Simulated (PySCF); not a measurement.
Two species compared at the same levels of theory.

First species: C4H12NSi (charge +1).
Numbering: `[SiH3:1][CH2:2][CH:3]1[CH2:4][NH2+:5][CH2:6]1` (hydrogens: H7, H8, H9 on Si1; H10, H11 on C2; H12 on C3; H13, H14 on C4; H15, H16 on N5; H17, H18 on C6)

Second species: C5H7NO2Si.
Structure used (GFN2-xTB), in Å, numbered top down from 1:
```
atom  x, y, z in Å
N1    -3.486    1.383    0.037
C2    -2.349    1.321   -0.075
C3    -0.924    1.216   -0.207
C4    -0.286    0.663    1.093
Si5    0.031   -1.026    0.248
C6     1.862   -1.586    0.197
O7     2.262   -2.696    0.433
O8     2.677   -0.581   -0.137
C9    -0.541    0.089   -1.200
H10   -0.535    2.196   -0.496
H11   -0.966    0.675    1.941
H12    0.603    1.226    1.372
H13   -0.819   -2.154    0.621
H14    3.606   -0.870   -0.159
H15   -1.383   -0.259   -1.794
H16    0.239    0.412   -1.886
```

Levels: CAM-B3LYP/def2-SVPD for HOMO energy, LUMO energy, HOMO–LUMO gap, static isotropic polarisability and electronic spatial extent ⟨r²⟩ about the centre of nuclear charge; TDDFT CAM-B3LYP/def2-SVPD for lowest singlet excitation; TDA CAM-B3LYP/def2-SVPD for lowest triplet excitation (Tamm–Dancoff); GFN2-xTB for rotational constant A and rotational constant C. Geometries: GFN2-xTB. All species are isolated and taken at one optimised geometry, non-relativistic unless stated; the electronic structure was computed with PySCF and density fitting.

Dipoles, sizes and rotational constants follow the conformer. The torsions of the flexible species, by atom-mapped SMILES:
- `[SiH3:1][CH2:2][CH:3]1[CH2:4][NH2+:5][CH2:6]1`: Si1–C2–C3–C4 -71°
- `[N:1]#[C:2][C@H:3]1[CH2:4][Si@H:5]([C:6](=[O:7])[OH:8])[CH2:9]1`: C4–Si5–C6–O7 136°, H–O8–C6–Si5 180°

Values for the first species:

| Property | Result |
| --- | --- |
| HOMO energy | -13.67 eV |
| LUMO energy | -3.83 eV |
| HOMO–LUMO gap | 9.84 eV |
| Lowest singlet excitation | 7.41 eV |
| Lowest triplet excitation (Tamm–Dancoff) | 7.32 eV |
| Static isotropic polarisability | 74.6 au |
| Electronic spatial extent ⟨r²⟩ about the centre of nuclear charge | 964 bohr² |
| Rotational constant A | 7.289 GHz |
| Rotational constant C | 1.253 GHz |

Problem. Estimate the same properties for the second species, and the change in each.

Solution. 
| property | first | second | second less first |
| --- | --- | --- | --- |
| HOMO energy | -13.67 eV | -9.49 eV | +4.18 eV |
| LUMO energy | -3.83 eV | -0.41 eV | +3.42 eV |
| HOMO–LUMO gap | 9.84 eV | 9.08 eV | -0.76 eV |
| lowest singlet excitation | 7.41 eV | 4.81 eV | -2.60 eV |
| lowest triplet excitation (Tamm–Dancoff) | 7.32 eV | 4.18 eV | -3.14 eV |
| static isotropic polarisability | 74.6 au | 91.2 au | +16.6 au |
| electronic spatial extent ⟨r²⟩ about the centre of nuclear charge | 964 bohr² | 1673 bohr² | +709 bohr² |
| rotational constant A | 7.289 GHz | 4.174 GHz | -3.115 GHz |
| rotational constant C | 1.253 GHz | 0.663 GHz | -0.590 GHz |

On the first: The 8 singlets span 7.41 to 8.97 eV, and their oscillator strengths add up to 0.18. No computed singlet falls in the visible range (750 to 380 nm, 1.65 to 3.26 eV); S1 lies 4.15 eV above its blue end.

On the second: The vertical singlet–triplet gap S1 − T1 is 0.63 eV (TDDFT singlet less Tamm–Dancoff triplet; S1: HOMO→LUMO, weight 0.82; T1: HOMO→LUMO, weight 0.79). In wavenumbers S1 is 38800 cm⁻¹ (1 eV = 8065.54 cm⁻¹).
